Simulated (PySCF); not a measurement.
AlGe2H7. Atoms are numbered in the order given.

```xyz
10

Al     0.9037    -0.1783    -0.4559
Ge    -0.3763    -2.0596     0.5081
H      0.1954    -3.4563     0.2027
H     -0.4404    -1.9344     2.0452
H     -1.8419    -2.0562     0.0294
Ge     0.0177     2.1265    -0.3302
H      0.0154     2.8227    -1.7063
H     -1.4184     2.2158     0.2179
H      0.8940     3.0062     0.5860
H      2.3217    -0.4206    -1.1416
```
Charge 0, spin multiplicity 1.

Geometry: r2SCAN-D4/def2-SVP. The structure was generated by enumeration; whether it is a known compound was not checked.

These are PySCF with PBE0/pcSseg-1 values and carry that method's errors.

GIAO shieldings, no solvent; atoms listed in one row are averaged. δ = σ(ref) − σ: ⁷³Ge against GeH4 (σ = 1658.3 ppm); ¹H against TMS (σ = 31.56 ppm), references at their B3LYP-D3(BJ)/def2-TZVP geometries, non-relativistic.

Question: Estimate the chemical shifts. (The exact figures need the calculation; the answer reports its results.)

Answer: 
```tsv
nucleus	atoms	count	δ (ppm)
⁷³Ge	Ge2	1	-69.9
⁷³Ge	Ge6	1	-72.1
¹H	H10	1	7.43
¹H	H3, H4, H5, H7, H8, H9	6	3.64
```
